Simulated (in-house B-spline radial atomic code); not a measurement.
Configurations of Sm V (Sm4+), with energies counted from [Xe] 4f4. All numbers are computed (scalar-relativistic (X2C) HSE06, spin-polarised, spherical fractional occupations, exact exchange averaged over the configuration; Fermi nucleus of rms radius 5.0819 fm) with a radial B-spline atomic code at the basis-set limit, not measured. Shells without spins written out take the highest spin.

Occupations are held fixed; configurations that lie above the ionisation limit could autoionise.

| configuration | E - E(ref) (eV) | highest orbital | its <r> (bohr) |
| --- | --- | --- | --- |
| [Kr] 4d10 4f4 5s2 5p5 5d1 | 26.48 | 5d up | 1.951 |
| [Kr] 4d10 4f4 5s2 5p5 6p1 | 39.976 | 6p up | 3.266 |
| [Kr] 4d10 4f4 5s2 5p5 6d1 | 48.411 | 6d up | 4.158 |
| [Kr] 4d9 4f5 5s2 5p6 | 124.9 | 4f up | 0.8218 |

Order these further configurations by energy, lowest first.
A. [Xe] 4f3 6d1
B. [Xe] 4f3 5d1
C. [Kr] 4d10 4f4 5s2 5p5 6s1
D. [Kr] 4d9 4f4 5s2 5p6 6s1
E. [Xe] 4f3 6s1

B (18.444 eV), E (25.833 eV), C (33.575 eV), A (40.787 eV), D (152.65 eV).
